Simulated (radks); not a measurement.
Spherical quantum dot in the effective-mass picture: electrons in a hard-walled sphere of radius 1.43, all in effective atomic units (hartree* = m*/eps^2 hartree, bohr* = eps/m* bohr), one dielectric constant everywhere. Calculated with a radial shooting solver with Libxc functionals: non-relativistic Kohn-Sham, exchange-only LDA, spin-polarised, spherical densities. Levels are named by radial order and angular momentum (1s, 1p, 1d, 2s, ...), and open shells are averaged over m. Results are scaled to m* = 0.078 and eps = 12.6, for which hartree* = 13.37 meV and bohr* = 8.548 nm.

N = 17, configuration 1s2 1p6 1d(up 5, down 4). This is the lowest configuration that the search found. Occupied and some empty levels:

| level | occupation | eigenvalue (meV) | <r> (nm) |
|---|---|---|---|
| 1s up | 1 | 250.64 | 7.070 |
| 1s down | 1 | 251.22 | 7.063 |
| 1p up | 3 | 275.39 | 7.818 |
| 1p down | 3 | 276.03 | 7.816 |
| 1d up | 5 | 311.51 | 8.309 |
| 1d down | 4 | 312.18 | 8.308 |
| 2s up | 0 | 348.52 | 5.778 |
| 2s down | 0 | 348.89 | 5.781 |
| 1f up | 0 | 357.60 | 8.669 |
| 1f down | 0 | 358.28 | 8.669 |
| 2p up | 0 | 411.47 | 6.480 |
| 2p down | 0 | 411.91 | 6.479 |

Energy (meV): total 3154.25, kinetic 1487.6, external 0, Hartree 1878.9, exchange-correlation -212.23.
